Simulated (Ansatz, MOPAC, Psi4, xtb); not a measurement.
SiAsNH6 (SMILES N[AsH][SiH3]): methods side by side

The runs start from one conformer, not always the lowest.

SiAsNH6, singlet, SMILES `N[AsH][SiH3]`. Each level relaxes the structure for itself.

Each level gives the highest harmonic wavenumber at each level's own minimum (cm⁻¹). The values are calculated.

```csv
level,kind,program,value (cm⁻¹)
AM1,semi-empirical,MOPAC,3586
MNDO,semi-empirical,MOPAC,3603
PM3,semi-empirical,MOPAC,3557
GFN2-xTB,semi-empirical,xtb,3393
HF/STO-3G,Hartree–Fock,Ansatz,4118
HF/3-21G,Hartree–Fock,Ansatz,3873
HF/6-31G* (Cartesian functions),Hartree–Fock,Ansatz,3851
PBE/def2-SVP,GGA,Ansatz,3512
r2SCAN-D4/def2-SVP (density fitting),meta-GGA,Psi4,3616
PBE0-D4/def2-TZVP,global hybrid,Ansatz,3642
```

All-electron rows without a relativistic Hamiltonian named are non-relativistic. Harmonic and unscaled. The values span 3393 to 4118 cm⁻¹.
